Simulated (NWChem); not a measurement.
All runs are NWChem calculations. System: Sn, charge 0, spin multiplicity 3. Its SCF solution wasn't tested for a lower state. Level: G0W0@UPBE/def2-TZVP with def2 effective core potentials on Sn, RI basis def2-tzvp-rifit, no spin-orbit coupling.

Job file:

```
start mol
memory heap 200 mb stack 700 mb global 1700 mb
geometry units angstroms nocenter noautoz
  Sn     0.000000     0.000000     0.000000
  symmetry group D2h
end
basis spherical
  * library def2-tzvp
end
ecp
  Sn library def2-ecp
end
basis "ri basis" bse spherical
  * library def2-tzvp-rifit
end
dft
  xc xpbe96 cpbe96
  odft
  mult 3
  iterations 100
  direct
  tolerances tight
end
task dft energy
gw
  states alpha occ 4 vir 2
  states beta occ 4 vir 2
end
task dft gw
```

Output (cleaned and shortened):

```
             Northwest Computational Chemistry Package (NWChem) 7.3.0
             --------------------------------------------------------

                                NWChem Input Module
                                -------------------

 Scaling coordinates for geometry "geometry" by  1.889725989
 (inverse scale =  0.529177249)

                             Geometry "geometry" -> ""
                             -------------------------

 Output coordinates in angstroms (scale by  1.889725989 to convert to a.u.)

  No.       Tag          Charge          X              Y              Z
 ---- ---------------- ---------- -------------- -------------- --------------
    1 Sn                  50.0000     0.00000000     0.00000000     0.00000000

 Effective nuclear repulsion energy (a.u.)       0.0000000000

            Nuclear Dipole moment (a.u.)
            ----------------------------
        X                 Y               Z
 ---------------- ---------------- ----------------
     0.0000000000     0.0000000000     0.0000000000

      Symmetry information
      --------------------

 Group name             D2h
 Group number             26
 Group order               8
 No. of unique centers     1

      Symmetry unique atoms

     1


 Summary of "ao basis" -> "" (spherical)
 ------------------------------------------------------------------------------
       Tag                 Description            Shells   Functions and Types
 ---------------- ------------------------------  ------  ---------------------
 *                         def2-tzvp                  on all atoms

 Summary of "ri basis" -> "" (spherical)
 ------------------------------------------------------------------------------
       Tag                 Description            Shells   Functions and Types
 ---------------- ------------------------------  ------  ---------------------
 *                      def2-tzvp-rifit               on all atoms

  pbe96 is a nonlocal functional; adding pw91lda local functional.

                                 NWChem DFT Module
                                 -----------------

 Summary of "ao basis" -> "ao basis" (spherical)
 ------------------------------------------------------------------------------
       Tag                 Description            Shells   Functions and Types
 ---------------- ------------------------------  ------  ---------------------
 Sn                        def2-tzvp                16       50   6s5p3d2f

 Summary of "ao basis" -> "ao basis" (spherical)
 ------------------------------------------------------------------------------
       Tag                 Description            Shells   Functions and Types
 ---------------- ------------------------------  ------  ---------------------
 Sn                        def2-tzvp                16       50   6s5p3d2f

      Symmetry analysis of basis
      --------------------------

        ag         12
        au          2
        b1g         3
        b1u         9
        b2g         3
        b2u         9
        b3g         3
        b3u         9

            General Information
            -------------------
          SCF calculation type: DFT
          Wavefunction type:  spin polarized.
          No. of atoms     :     1
          No. of electrons :    22
           Alpha electrons :    12
            Beta electrons :    10
          Charge           :     0
          Spin multiplicity:     3
          Use of symmetry is: on ; symmetry adaption is: on
          Maximum number of iterations: 100
          This is a Direct SCF calculation.
          AO basis - number of functions:    50
                     number of shells:    16
          Convergence on energy requested:  1.00D-06
          Convergence on density requested:  1.00D-05
          Convergence on gradient requested:  5.00D-04

              XC Information
              --------------
          PerdewBurkeErnzerhof Exchange Functional  1.000
            Perdew 1991 LDA Correlation Functional  1.000 local
           PerdewBurkeErnz. Correlation Functional  1.000 non-local

             Grid Information
             ----------------
          Grid used for XC integration:  medium
          Radial quadrature: Mura-Knowles
          Angular quadrature: Lebedev.
          Tag              B.-S. Rad. Rad. Pts. Rad. Cut. Ang. Pts.
          ---              ---------- --------- --------- ---------
          Sn                  1.45      123           8.0       590
          Grid pruning is: on
          Number of quadrature shells:   123
          Spatial weights used:  Erf1

          Convergence Information
          -----------------------
          Convergence aids based upon iterative change in
          total energy or number of iterations.
          Levelshifting, if invoked, occurs when the
          HOMO/LUMO gap drops below (HL_TOL):  1.00D-02
          DIIS, if invoked, will attempt to extrapolate
          using up to (NFOCK): 10 stored Fock matrices.

                    Damping( 0%)  Levelshifting(0.5)       DIIS
                  --------------- ------------------- ---------------
          dE  on:    start            ASAP                start
          dE off:    2 iters        100 iters           100 iters

      Screening Tolerance Information
      -------------------------------
          Density screening/tol_rho:  1.00D-10
          AO Gaussian exp screening on grid/accAOfunc:  14
          CD Gaussian exp screening on grid/accCDfunc:  20
          XC Gaussian exp screening on grid/accXCfunc:  20
          Schwarz screening/accCoul:  1.00D-08
[...]
                    ------------------------------------------

 Vector   10  Occ=1.000000D+00  E=-4.027901D-01  Symmetry=ag
              MO Center= -1.5D-16, -1.9D-19, -2.7D-18, r^2= 1.8D+00
   Bfn.  Coefficient  Atom+Function         Bfn.  Coefficient  Atom+Function
  ----- ------------  ---------------      ----- ------------  ---------------
     5      0.802515  1 Sn s                  2      0.617654  1 Sn s
     3     -0.507591  1 Sn s                  6      0.430247  1 Sn s
     1     -0.390317  1 Sn s                  4     -0.329044  1 Sn s

 Vector   11  Occ=1.000000D+00  E=-1.506313D-01  Symmetry=b2u
              MO Center=  6.9D-33, -8.5D-20,  1.4D-32, r^2= 3.3D+00
   Bfn.  Coefficient  Atom+Function         Bfn.  Coefficient  Atom+Function
  ----- ------------  ---------------      ----- ------------  ---------------
    17      0.546126  1 Sn py                11     -0.356841  1 Sn py
    14      0.321004  1 Sn py                20      0.307978  1 Sn py
     8     -0.050200  1 Sn py

 Vector   12  Occ=1.000000D+00  E=-1.506313D-01  Symmetry=b1u
              MO Center=  3.6D-31,  3.9D-32, -5.9D-17, r^2= 3.3D+00
   Bfn.  Coefficient  Atom+Function         Bfn.  Coefficient  Atom+Function
  ----- ------------  ---------------      ----- ------------  ---------------
    18      0.546126  1 Sn pz                12     -0.356841  1 Sn pz
    15      0.321004  1 Sn pz                21      0.307978  1 Sn pz
     9     -0.050200  1 Sn pz

 Vector   13  Occ=0.000000D+00  E=-1.475886D-01  Symmetry=b3u
              MO Center=  5.9D-15,  3.0D-17, -3.9D-17, r^2= 3.3D+00
   Bfn.  Coefficient  Atom+Function         Bfn.  Coefficient  Atom+Function
  ----- ------------  ---------------      ----- ------------  ---------------
    16      0.526081  1 Sn px                10     -0.364465  1 Sn px
    13      0.342015  1 Sn px                19      0.313382  1 Sn px
     7     -0.051234  1 Sn px

 Vector   14  Occ=0.000000D+00  E= 8.198269D-02  Symmetry=b2u
              MO Center=  2.2D-29, -9.7D-18,  2.3D-30, r^2= 9.9D+00
   Bfn.  Coefficient  Atom+Function         Bfn.  Coefficient  Atom+Function
  ----- ------------  ---------------      ----- ------------  ---------------
    20      1.520549  1 Sn py                17     -1.240368  1 Sn py
    11      0.232499  1 Sn py                14     -0.093545  1 Sn py
     8      0.032383  1 Sn py

 Vector   15  Occ=0.000000D+00  E= 8.198269D-02  Symmetry=b1u
              MO Center= -4.4D-29, -1.9D-31, -1.4D-16, r^2= 9.9D+00
   Bfn.  Coefficient  Atom+Function         Bfn.  Coefficient  Atom+Function
  ----- ------------  ---------------      ----- ------------  ---------------
    21      1.520549  1 Sn pz                18     -1.240368  1 Sn pz
    12      0.232499  1 Sn pz                15     -0.093545  1 Sn pz
     9      0.032383  1 Sn pz

                     DFT Final Beta Molecular Orbital Analysis
                     -----------------------------------------

 Vector    8  Occ=1.000000D+00  E=-9.247394D-01  Symmetry=ag
              MO Center= -4.8D-30,  9.8D-32,  6.7D-31, r^2= 3.9D-01
   Bfn.  Coefficient  Atom+Function         Bfn.  Coefficient  Atom+Function
  ----- ------------  ---------------      ----- ------------  ---------------
    24      0.778522  1 Sn d  0              26      0.449480  1 Sn d  2
    29      0.147544  1 Sn d  0              31      0.085185  1 Sn d  2

 Vector    9  Occ=1.000000D+00  E=-9.247394D-01  Symmetry=b3g
              MO Center= -4.7D-30,  2.2D-29, -2.7D-30, r^2= 3.9D-01
   Bfn.  Coefficient  Atom+Function         Bfn.  Coefficient  Atom+Function
  ----- ------------  ---------------      ----- ------------  ---------------
    23      0.898960  1 Sn d -1              28      0.170369  1 Sn d -1

 Vector   10  Occ=1.000000D+00  E=-3.615439D-01  Symmetry=ag
              MO Center= -5.3D-16,  1.5D-16, -1.6D-15, r^2= 1.8D+00
   Bfn.  Coefficient  Atom+Function         Bfn.  Coefficient  Atom+Function
  ----- ------------  ---------------      ----- ------------  ---------------
     5      0.818139  1 Sn s                  2      0.637365  1 Sn s
     3     -0.534856  1 Sn s                  6      0.411201  1 Sn s
     1     -0.402958  1 Sn s                  4     -0.310622  1 Sn s
    26     -0.026406  1 Sn d  2

 Vector   11  Occ=0.000000D+00  E=-1.233604D-01  Symmetry=b3u
              MO Center=  1.2D-15, -6.4D-32, -1.7D-32, r^2= 3.3D+00
   Bfn.  Coefficient  Atom+Function         Bfn.  Coefficient  Atom+Function
  ----- ------------  ---------------      ----- ------------  ---------------
    16      0.513552  1 Sn px                10     -0.366597  1 Sn px
    13      0.351333  1 Sn px                19      0.319697  1 Sn px
     7     -0.051458  1 Sn px

 Vector   12  Occ=0.000000D+00  E=-9.518374D-02  Symmetry=b2u
              MO Center=  3.2D-32, -4.4D-17,  5.5D-32, r^2= 3.5D+00
   Bfn.  Coefficient  Atom+Function         Bfn.  Coefficient  Atom+Function
  ----- ------------  ---------------      ----- ------------  ---------------
    17      0.478415  1 Sn py                20      0.369946  1 Sn py
    11     -0.354499  1 Sn py                14      0.339537  1 Sn py
     8     -0.049713  1 Sn py

 Vector   13  Occ=0.000000D+00  E=-9.518374D-02  Symmetry=b1u
              MO Center= -7.3D-32, -3.3D-31,  9.0D-16, r^2= 3.5D+00
   Bfn.  Coefficient  Atom+Function         Bfn.  Coefficient  Atom+Function
  ----- ------------  ---------------      ----- ------------  ---------------
    18      0.478415  1 Sn pz                21      0.369946  1 Sn pz
    12     -0.354499  1 Sn pz                15      0.339537  1 Sn pz
     9     -0.049713  1 Sn pz

   alpha - beta orbital overlaps
   -----------------------------

   alpha      1      2      3      4      5      6      7      8      9     10
    beta      1      2      3      4      5      6      7      9      8     10
 overlap   1.000  1.000  1.000  1.000  1.000  1.000  1.000  1.000  1.000  0.999

   alpha     11     12     13     14     15     16     17     18     19     20
    beta     12     13     11     15     16     14     20     21     22     18
 overlap   0.999  0.999  1.000  0.999  0.999  1.000  0.881  1.000  1.000  1.000

   alpha     21     22     23     24     25     26     27     28     29     30
    beta     19     17     23     24     25     30     29     31     32     27
 overlap   1.000  0.881  0.993  1.000  1.000  1.000  1.000  1.000  1.000  0.999

   alpha     31     32     33     34     35     36     37     38     39     40
    beta     28     26     34     35     33     37     36     38     39     40
 overlap   0.999  0.993  1.000  1.000  1.000  1.000  1.000  1.000  1.000  1.000

   alpha     41     42     43     44     45     46     47     48     49     50
    beta     42     41     43     44     45     46     47     49     48     50
 overlap   1.000  1.000  1.000  1.000  1.000  1.000  1.000  1.000  1.000  1.000

     --------------------------
     Expectation value of S2:
     --------------------------
      <S2> =      2.0018 (Exact =     2.0000)

 Task  times  cpu:        5.9s     wall:        5.9s

                                NWChem Input Module
                                -------------------

                                 NWChem GW Module
                                 ----------------

                             ***********************
                             ***        GW       ***
                             ***********************

 Summary of "ri basis" -> "ri basis" (spherical)
 ------------------------------------------------------------------------------
       Tag                 Description            Shells   Functions and Types
 ---------------- ------------------------------  ------  ---------------------
 Sn                     def2-tzvp-rifit             38      184   9s8p8d6f4g3h

                 Memory Information
                 ------------------
          Available GA per process is          1700.0 MBs
          Available stack per process is        700.0 MBs
          Available heap per process is           0.1 MBs

          Peak memory in Initialization
              Peak GA per process is                  2.1 MBs
              Peak stack per process is               0.0 MBs
              Peak heap per process is                2.2 MBs
              Memory not in MA per process            0.0 MBs

          Peak memory in AFF Calculation
              Peak GA per process is                  8.6 MBs
              Peak stack per process is               5.6 MBs
              Peak heap per process is                0.0 MBs
              Memory not in MA per process            5.6 MBs

          Computing 2-center integrals
          Computing Inverse Cholesky factor
          Computing 3-center integrals
          Computing V_xc ...

          Computing Sigma_x
          Computing RPA polarizability
          Solving quasiparticle equations

                  Alpha Orbitals
          State     Energy (eV)     Error (eV)
          -----------------------------------
@GW         9        -29.458           0.005
@GW        10        -12.604           0.004
@GW        11         -6.815           0.002
@GW        12         -6.815           0.002
@GW        13         -1.336           0.002
@GW        14          4.397           0.003

                   Beta Orbitals
          State     Energy (eV)     Error (eV)
          -----------------------------------
@GW         7        -29.641           0.004
@GW         8        -29.176           0.004
@GW         9        -29.176           0.004
@GW        10        -12.526           0.002
@GW        11         -0.610           0.003
@GW        12         -0.014           0.002

   Applying  -2.7165 eV scissor-shift to rest of particle states

   Applying   2.6803 eV scissor-shift to rest of hole states

   Applying  -2.6875 eV scissor-shift to rest of particle states

   Applying   2.7473 eV scissor-shift to rest of hole states

     GW Timing Statistics
   ------------------------
   Init.   :          0.1s
     ERIs  :          0.2s
     Distr.:          0.0s
     Vxc   :          0.0s
   Sigma_x :          0.0s
   RPA     :          0.1s
   Wmn     :          0.0s
   Sigma_c :          0.0s
   GW total:          0.5s

 Task  times  cpu:        0.5s     wall:        0.5s

 Total times  cpu:        6.5s     wall:        6.5s
```
